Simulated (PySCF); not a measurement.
**Bond length, frequency and bond energy of SeBr⁺ by level of theory**

State: ³Σ⁻ (triplet), unpaired electrons π ↑↑. Set-up: Se cc-pVDZ-PP with ECP10, Br cc-pVDZ-PP with ECP10; scalar-relativistic core potentials (PySCF 2.14). De refers to Se⁺ + Br in their high-spin ground configurations, without counterpoise correction. The functionals are run spin-unrestricted. A positive dipole points towards Br; it is taken about the centre of mass and depends on that origin.

```tsv
Level	Re (Å)	ωe (cm⁻¹)	De (eV)	μ (D)
UHF	2.193	363	0.82	-2.43
UHF-MP2	2.179	399	2.14	n/a
UHF-SCS-MP2	2.189	386	2.01	n/a
UHF-CCSD	2.207	362	2.02	n/a
UHF-CCSD(T)	2.213	361	2.19	n/a
PBE	2.213	364	3.48	-1.08
revPBE	2.219	359	3.22	-1.13
r²SCAN	2.191	378	3.19	-1.21
PBE0	2.182	387	3.00	-1.34
BHandHLYP	2.181	388	2.54	-1.59
B2PLYP	2.201	376	2.77	-1.76
```

Which functional lies closest to UHF-CCSD(T) in De, which farthest, and by how much do they differ from it?

Closest is BHandHLYP (-3.2 pm in Re, +7.5 % in ωe, +0.35 eV in De against UHF-CCSD(T) in the same basis), farthest PBE (+0.0 pm in Re, +0.8 % in ωe, +1.29 eV in De). CCSD(T) converges more slowly with the basis than the functionals do and binds too weakly in this one, so the order can change at the basis-set limit.

What does a quarter of exact exchange do here, going from PBE to PBE0?

PBE0 less PBE: -3.1 pm in Re, +6.3 % in ωe, -0.48 eV in De. Exact exchange removes part of the self-interaction that spreads semilocal densities, and in most molecules shortens and stiffens the bond and lowers De; so it does here.

What does second-order correlation do here, going from UHF to UHF-MP2?

UHF-MP2 less UHF: -1.4 pm in Re, +9.9 % in ωe, +1.32 eV in De. Correlation nearly always deepens the well. The bond shortens, as in weak, metallic or heavy-atom bonds, where dispersion and the correlation of outer-core electrons pull the atoms together.

Correlated steps freeze 8 core orbitals. Correlated levels converge slowly with the basis: in double zeta they bind strong bonds too weakly, by up to about 1 eV, and carry superposition errors of some tenths. Spin–orbit coupling is left out. For an ion De counts to the pair picked by the measured ionisation energies or electron affinities, which need not be the lowest pair at this level. B2PLYP dipoles, levels and charges come from its SCF part alone. The state was picked by a PBE0 search and need not be the measured ground state.
